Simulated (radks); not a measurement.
Q: All-electron atom: the holmium ion Ho54+ in [Ne] 3s2 3p1. Method: Dirac Kohn-Sham, exchange-only PBE, spin-unpolarised, spherical densities, finite nucleus; open shells fill j = l - 1/2 first; Fermi nuclear charge, rms radius 5.2022 fm; computed with a radial shooting solver on a logarithmic mesh with Libxc functionals. Some entries of the table are withheld. Estimate them.

orbital  occ.  eigenvalue (eV)  <r^2> (bohr^2)  <r> (bohr)
1s1/2       2        -59554.06       0.0005875     0.02073
2s1/2       2        -13182.63             (1)     0.08629
2p1/2       2              (2)        0.006357     0.07177
2p3/2       4              (3)        0.007497     0.07864
3s1/2       2        -5347.212         0.04954      0.2083
3p1/2       1        -5207.698             (4)      0.1960
3p3/2       0        -4973.943             (5)      0.2061

A: 
(1) 2s1/2 <r^2> (bohr^2): 0.008834
(2) 2p1/2 eigenvalue (eV): -12793.21
(3) 2p3/2 eigenvalue (eV): -11909.70
(4) 3p1/2 <r^2> (bohr^2): 0.04455
(5) 3p3/2 <r^2> (bohr^2): 0.04911
